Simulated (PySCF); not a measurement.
SMILES c1(C=O)ccc(C(O)=O)s1, singlet (GFN2-xTB optimised geometry):

```
14

O     -2.526    -2.732     0.001
C     -1.322    -2.772     0.000
C     -0.443    -1.621     0.000
C      0.938    -1.621     0.000
C      1.477    -0.335     0.000
C      0.502     0.640     0.000
C      0.735     2.085     0.000
O      1.823     2.601     0.007
O     -0.409     2.783    -0.010
S     -1.088    -0.015     0.000
H     -0.772    -3.735     0.000
H      1.525    -2.522     0.000
H      2.526    -0.101     0.000
H     -0.223     3.735    -0.008
```

Calculation: PBE0/def2-TZVP (PySCF).

### Question
What are the frontier orbital energies and the dipole moment?

### Answer
HOMO-2 -8.14 eV, HOMO-1 -7.90 eV, HOMO -7.75 eV, LUMO -2.79 eV, LUMO+1 -0.66 eV; dipole moment 1.78 D.

Meta-Löwdin charges at PBE0/def2-TZVP: O1 -0.39, C2 0.26, C3 -0.17, C4 -0.12, C5 -0.12, C6 -0.17, C7 0.52, O8 -0.46, O9 -0.47, S10 0.37, H11 0.08, H12 0.14, H13 0.15, H14 0.37.
